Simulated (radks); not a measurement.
Q: These are the eigenvalues of the occupied orbitals of an atom or ion with whole-number occupations (eV). All-electron calculation, scalar-relativistic Kohn-Sham, SCAN, spin-unpolarised, spherical densities, finite nucleus; meta-GGA in the generalised Kohn-Sham scheme; Fermi nuclear charge, rms radius of each element as measured or else 0.836 A^(1/3) + 0.57 fm. Program: a radial shooting solver on a logarithmic mesh with Libxc functionals.

1s: -20944.15
2s: -3028.554
2p: -2710.561
3s: -558.7851
3p: -453.3391
3d: -283.6096
4s: -105.8498
4p: -76.7010
4d: -34.9916

Which element is it, and in what charge state? The configuration may be excited.

A: Z = 43, technetium, charge +3: Tc3+ in [Kr] 4d4. The list shows which subshells hold electrons but not how many an open one holds; the 1s level, -769.68 hartree, gives Z - s = 39.2 by -(Z - s)^2/2, which with screening and relativity narrows Z to a few neighbours, and the depths of the outer levels then fix element, charge and occupations together.
